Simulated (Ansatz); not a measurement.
```yaml
crystal:
  periodic: [false, false, false]
  atoms:
    - {symbol: C, position_ang: [-0.673590, -0.500871, 1.293550]}
    - {symbol: C, position_ang: [0.412487, 0.060431, 0.390524]}
    - {symbol: C, position_ang: [1.064411, -1.034741, -0.437503]}
    - {symbol: O, position_ang: [-0.101767, 1.049991, -0.431165]}
    - {symbol: Mg, position_ang: [-0.876619, 2.165212, -1.537551]}
    - {symbol: Cl, position_ang: [-1.817177, 3.578246, -2.899987]}
    - {symbol: H, position_ang: [-0.272095, -1.249721, 1.981421]}
    - {symbol: H, position_ang: [-1.456201, -0.972879, 0.691402]}
    - {symbol: H, position_ang: [-1.128437, 0.298009, 1.883570]}
    - {symbol: H, position_ang: [1.189889, 0.504226, 1.034229]}
    - {symbol: H, position_ang: [0.318122, -1.517992, -1.075736]}
    - {symbol: H, position_ang: [1.517454, -1.799260, 0.199213]}
    - {symbol: H, position_ang: [1.843922, -0.614953, -1.077266]}
basis:
  gaussian: {orbitals: cc-pVTZ-DK}
hamiltonian: {xc: {name: wB97X-V}}
output: {forces: true}
```

```sh
$ ansatz run in.yaml --threads 4 --pin off --events-out ev --progress --plain --max-ram 11315MiB
```

Output, abridged:

```
Functional definition: wB97X-V
1642 factors; their error is unknown
397 factors; integrals over basis functions are off by at most 4.0e-5 eV
mean field evaluation 1: about -23283.4554 eV, gradient 6.0e1 eV
mean field evaluation 2: about -23283.3856 eV, gradient 6.5e1 eV
mean field evaluation 4: about -23290.7164 eV, gradient 2.2e0 eV
mean field evaluation 8: about -23290.7372 eV, gradient 2.1e-1 eV
mean field evaluation 16: about -23290.8098 eV, gradient 4.0e-4 eV
mean field -23290.80977725 eV, -855.9214722362 hartree, gradient 1.2e-5 eV, S^2 0.000000; 0 other end points of the search recorded, 0 dependent functions left out
reference -23290.80977413 eV, -855.9214721214 hartree; 31, 31 occupied and 255, 255 virtual orbitals, 1642 factors
Total energy: -23290.80977413 eV, -855.9214721214 hartree
Relativity: scalar
Atom 0 at    -0.673590    -0.500871     1.293550 Å, force    -0.124997    -0.061561     0.098223 eV/Å
Atom 1 at     0.412487     0.060431     0.390524 Å, force     0.217401    -0.044059     0.231959 eV/Å
Atom 2 at     1.064411    -1.034741    -0.437503 Å, force     0.070566    -0.121042    -0.096938 eV/Å
Atom 3 at    -0.101767     1.049991    -0.431165 Å, force    -0.069689     0.123024    -0.107521 eV/Å
Atom 4 at    -0.876619     2.165212    -1.537551 Å, force    -0.057578     0.089708    -0.085291 eV/Å
Atom 5 at    -1.817177     3.578246    -2.899987 Å, force    -0.018695     0.026843    -0.026895 eV/Å
Atom 6 at    -0.272095    -1.249721     1.981421 Å, force     0.012894    -0.018206     0.014765 eV/Å
Atom 7 at    -1.456201    -0.972879     0.691402 Å, force    -0.017131    -0.006680    -0.021082 eV/Å
Atom 8 at    -1.128437     0.298009     1.883570 Å, force    -0.010614     0.020178     0.009024 eV/Å
Atom 9 at     1.189889     0.504226     1.034229 Å, force    -0.002638     0.001168    -0.003435 eV/Å
Atom 10 at     0.318122    -1.517992    -1.075736 Å, force    -0.022929    -0.004921    -0.015472 eV/Å
Atom 11 at     1.517454    -1.799260     0.199213 Å, force     0.009200    -0.016893     0.018438 eV/Å
Atom 12 at     1.843922    -0.614953    -1.077266 Å, force     0.014211     0.012441    -0.015774 eV/Å
Dipole moment:     0.162711    -0.249293     0.238807 e Å
```

It took 16 s on 4 threads of an Arm Neoverse V1 on a shared host, with 1.3 GiB of host memory at the peak.
